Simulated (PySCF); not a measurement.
# Assignment exercise: C2H9ClOSi2

Molfile (atoms numbered from 1):
```
C2H9ClOSi2
     RDKit          3D

 15 14  0  0  0  0  0  0  0  0999 V2000
    2.3438    0.2985    0.1291 C   0  0  0  0  0  0  0  0  0  0  0  0
    1.2502   -1.1962   -0.2637 Si  0  0  0  0  0  4  0  0  0  0  0  0
   -0.1946   -0.6864   -0.8461 O   0  0  0  0  0  0  0  0  0  0  0  0
   -1.5309    0.2055   -0.9091 Si  0  0  0  0  0  4  0  0  0  0  0  0
   -2.1732    0.5182    0.8660 C   0  0  0  0  0  0  0  0  0  0  0  0
   -0.9609    1.4366    1.7949 Cl  0  0  0  0  0  0  0  0  0  0  0  0
    3.3183   -0.0096    0.4957 H   0  0  0  0  0  0  0  0  0  0  0  0
    2.5039    0.9153   -0.7518 H   0  0  0  0  0  0  0  0  0  0  0  0
    1.8868    0.9278    0.8889 H   0  0  0  0  0  0  0  0  0  0  0  0
    0.9544   -1.9868    0.9331 H   0  0  0  0  0  0  0  0  0  0  0  0
    1.7651   -2.0085   -1.3662 H   0  0  0  0  0  0  0  0  0  0  0  0
   -2.5176   -0.6021   -1.6207 H   0  0  0  0  0  0  0  0  0  0  0  0
   -1.2163    1.4909   -1.5238 H   0  0  0  0  0  0  0  0  0  0  0  0
   -2.3475   -0.4036    1.4173 H   0  0  0  0  0  0  0  0  0  0  0  0
   -3.0860    1.1084    0.8855 H   0  0  0  0  0  0  0  0  0  0  0  0
  1  2  1  0
  2  3  1  0
  3  4  1  0
  4  5  1  0
  5  6  1  0
  1  7  1  0
  1  8  1  0
  1  9  1  0
  2 10  1  0
  2 11  1  0
  4 12  1  0
  4 13  1  0
  5 14  1  0
  5 15  1  0
M  END
```

Rapidly exchanging positions averaged, one computed conformer, non-relativistic, gas phase. GFN2-xTB structure; PBE0/pcSseg-1 with gauge-including orbitals; PySCF 2.14.0 with density-fitted response routines.

Chemical shifts δ = σref − σ; TMS for 13C (σref 186.93), 1H (σref 31.72), all at this level.

Q: Assign these signals to the numbered atoms. 13C{1H} NMR (computed): δ 34.5, -0.3.

A: 
| δ (ppm) | atoms | environment | reason |
| --- | --- | --- | --- |
| 34.5 | C5 | sp3 CH2 bonded to Cl and Si | the inductive effect lowers its shielding |
| -0.3 | C1 | methyl carbon bonded to Si | an electropositive neighbour leaves it electron-rich and shielded |

Q: Assign these signals to the numbered atoms. 1H NMR (600 MHz, computed): δ 5.24 (q, 2H), 5.06 (t, 2H), 2.95 (t, 2H), 0.51 (t, 3H).

A: 
```tsv
δ (ppm)	atoms	environment	reason
5.24	H10/H11	hydrogen on a silicon bonded to C, O	–
5.06	H12/H13	hydrogen on a silicon bonded to C, O	–
2.95	H14/H15	hydrogen on an sp3 CH2 bonded to Cl and Si	its carbon carries Cl, an electronegative neighbour
0.51	H7/H8/H9	hydrogen on a methyl carbon bonded to Si	an electropositive neighbour shields it, as in TMS itself
```

Carbons that carry Cl, above all several Cl atoms, come out too deshielded, partly because spin–orbit coupling is missing. Shifts are as computed. Against solution values, carbons near 30 ppm lie about +3 ppm off and those near 130 ppm about +5 ppm; carbons on Cl a further +6 ppm. Of 1211 compounds with measured shifts, 218 miss one by over three times the rms of a fit or turn the order of signals round; such compounds aren't used in these exercises. No couplings were computed; multiplicities are counted from neighbouring protons, with m where these are inequivalent, close in shift, in a saturated or five-membered ring or joined by F or P, and br s for small geminal =CH2 splittings.
